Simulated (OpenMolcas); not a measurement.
## In I: from CASSCF to CASPT2

```yaml
Program: OpenMolcas
Basis: ANO-RCC-VTZP [7s6p4d2f1g]
Scalar_Hamiltonian: DKH2, point nucleus
Active_space: 3 electrons in 4 orbitals (5s 5p)
State_averaging: 2S+1 = 4 odd, 1 root (0 in the spin-orbit step); 2S+1 = 2 odd, 3 roots kept (CI in the orbitals of an earlier block); 2S+1 = 4 even, 3 roots; 2S+1 = 2 even, 5 roots kept (CI in the orbitals of an earlier block)
Spin-orbit_coupling: state interaction with AMFI integrals over the reference wave functions, term energies averaged over their components
```

Methods on the same reference wave functions:
A. CASSCF
B. SS-CASPT2, IPEA 0.25 Eh, imaginary shift 0.1 Eh (closed shells correlated: 4d)

Energies in cm-1 above 5s2 5p 2P* 1/2, the measured ground level; measured values from NIST Handbook of Basic Atomic Spectroscopic Data.

```csv
Level,A,B,Measured
5s2 5p 2P* 1/2,0.0,0.0,0.0
5s2 5p 2P* 3/2,2074,2070,2213
5s 5p2 4P 1/2,25788,34490,34978
5s 5p2 4P 3/2,26526,35230,36021
5s 5p2 4P 5/2,27722,36390,37452
```

Deviations, from unrounded energies. A percentage is the sum of absolute deviations over the sum of measured energies, with the sign that they share, or ± where signs differ.

```json
{"Against measurement": "mean absolute deviation (cm-1)", "Levels": "4", "A": "7100", "B": "620"}
{"Against measurement": "fine structure of the ground term (%)", "Levels": "1", "A": "-6.2", "B": "-6.2"}
{"Against measurement": "other configurations (%)", "Levels": "3", "A": "-26.2", "B": "-2.2"}
```

B lies closest to measurement on these levels. The largest miss of B in the table is 5s 5p2 4P 5/2, by -1100 cm-1. The ranking rests on the paired levels alone, and a cruder setting can come out closer through cancelling errors.

The lowest spin-free term lies below A's lowest term by 0.451 hartree in B.

Some high roots are left out of the spin-orbit mixing, which shifts the levels that they would mix with. Terms from blocks run as CI alone lack orbitals of their own. Terms of s pⁿ other than that of highest spin mix with s² pⁿ⁻² d, which this space lacks; all of them can be thousands of cm-1 off, and some have no real level of that name. Without dynamic correlation excited terms often stand tens of per cent too high (terms of higher spin than the ground term too low), and those without a measured partner can miss by more than the paired ones (holds for A). Measured partners are found by configuration, term and J. A level has none where our copy of the source lacks it or the pairing is in doubt (some pairs that miss far off the trend of their configuration count as doubtful), and it then counts in no deviation. Levels of configurations outside the active space are missing. Levels that lie high or do not pair safely by name in every column are left out.

* marks odd parity.
